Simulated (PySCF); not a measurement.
**UHF on Mo²⁺ (molybdenum, charge +2)**

Configuration: [Kr] 4d4, high-spin 5D determinant. Computed with PySCF 2.14 in x2c-TZVPall (8s6p6d1f, 63 functions), with the spin-free X2C one-electron Hamiltonian (Gaussian nucleus).

```json
{
 "Total energy": "-4045.407694 hartree",
 "One-electron energy": "-5556.4400 hartree",
 "Hartree (Coulomb) energy": "1633.3349 hartree",
 "Exchange energy": "-122.3025 hartree",
 "⟨S²⟩": "6.0029",
 "⟨L²⟩": "6.020",
 "Sum of ⟨r⟩": "25.16 bohr",
 "Sum of ⟨r²⟩": "30.82 bohr²",
 "Traceless quadrupole moment −½Σ⟨3z² − r²⟩ along its main axis": "-0.976 e·bohr²",
 "Langevin diamagnetic susceptibility": "-24.4 ×10⁻⁶ cm³/mol",
 "Time after the integrals": "0.33 s of wall time on 1 thread of Neoverse-V2 (shared host)"
}
```

| shell | electrons | mean orbital energy (hartree) | spread (hartree) | rms radius, mean of both spins (bohr) |
| --- | --- | --- | --- | --- |
| 1s β | 1 | -739.60161 | 0 | 0.0404 |
| 1s α | 1 | -739.60006 | 0 | 0.0404 |
| 2s α | 1 | -107.83344 | 0 | 0.166 |
| 2s β | 1 | -107.80328 | 0 | 0.166 |
| 2p α | 3 | -96.26857 | 0.00059 | 0.148 |
| 2p β | 3 | -96.23888 | 0.00838 | 0.148 |
| 3s α | 1 | -20.12307 | 0 | 0.456 |
| 3s β | 1 | -20.10807 | 0 | 0.456 |
| 3p α | 3 | -16.22585 | 0.01206 | 0.462 |
| 3p β | 3 | -16.20687 | 0.01819 | 0.462 |
| 3d α | 5 | -9.88069 | 0.03552 | 0.453 |
| 3d β | 5 | -9.83441 | 0.02076 | 0.453 |
| 4s α | 1 | -3.69507 | 0 | 1.18 |
| 4s β | 1 | -3.49814 | 0 | 1.18 |
| 4p α | 3 | -2.57724 | 0.03344 | 1.32 |
| 4p β | 3 | -2.31058 | 0.05330 | 1.32 |
| 4d α | 4 | -1.01330 | 0.04539 | 1.84 |

Densities and radii are taken from the X2C orbitals without a picture-change correction, which distorts them close to the nucleus.
